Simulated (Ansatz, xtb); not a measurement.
## CH5GaO: which of two conformers lies lower

Structure a is `[CH3][GaH][OH]`, a singlet and structure b is `[CH3][GaH][OH]`, a singlet. Both are isolated molecules in the gas phase, relaxed with PBE0-D4/def2-TZVP.

a (Å):

```xyz
8

C     0.8268    1.4332    0.6811
Ga    0.0524   -0.3291    0.3545
O    -0.8184   -0.4725   -1.2080
H     0.0855   -1.6150    1.2534
H     1.9092    1.3602    0.8101
H    -1.1981   -1.3385   -1.3668
H     0.4191    1.8698    1.5958
H     0.6144    2.1005   -0.1545
```

b (Å):

```csv
atom,x (Å),y (Å),z (Å)
C,-1.6978,-0.9383,0.0192
Ga,-0.5011,0.1502,-1.0921
O,0.9852,0.8391,-0.3607
H,-1.3367,-1.0263,1.0448
H,-2.6982,-0.4987,0.0390
H,-1.7942,-1.9420,-0.4026
H,-0.6544,0.5276,-2.5985
H,1.1037,0.6219,0.5660
```

Problem. Estimate E(b) − E(a) at the level CCSD(T)/def2-TZVP.

Solution. Too close to call at this level: CCSD(T)/def2-TZVP gives E(b) − E(a) = +0.54 kcal/mol.

How the difference moves with the method:

| level | geometry | E(b) − E(a) (kcal/mol) | departure from the last row (kcal/mol) | job, with rough time for the two |
| --- | --- | --- | --- | --- |
| PBE0-D4/def2-TZVP | PBE0-D4/def2-TZVP | +0.63 | +0.09 | optimisation, 6.8 min |
| HF/def2-TZVP | PBE0-D4/def2-TZVP | +0.59 | +0.06 | part of the CCSD(T) run |
| MP2/def2-TZVP | PBE0-D4/def2-TZVP | +0.58 | +0.04 | part of the CCSD(T) run |
| CCSD(T)/def2-TZVP | PBE0-D4/def2-TZVP | +0.54 |  | single point, 67 s |

The largest departure from CCSD(T)/def2-TZVP is that of PBE0-D4/def2-TZVP, 0.09 kcal/mol. Levels run at GFN2-xTB geometries aren't shown.

With harmonic frequencies from PBE0-D4/def2-TZVP (ideal gas, rigid rotor, one conformer each, 600 K, 1 atm): on the last row, ΔE + ΔZPE = +0.49 kcal/mol. A mode under 50 cm⁻¹ makes harmonic enthalpies and free energies unreliable, so none is given.

The correlated steps freeze 11 core orbitals; the filled d shell of Ga is correlated, in a basis made for valence electrons. Programs: Ansatz 0.2.0; the last row on 2 threads of Intel(R) Xeon(R) Processor @ 2.50GHz (Skylake/Cascade Lake) on a shared host.
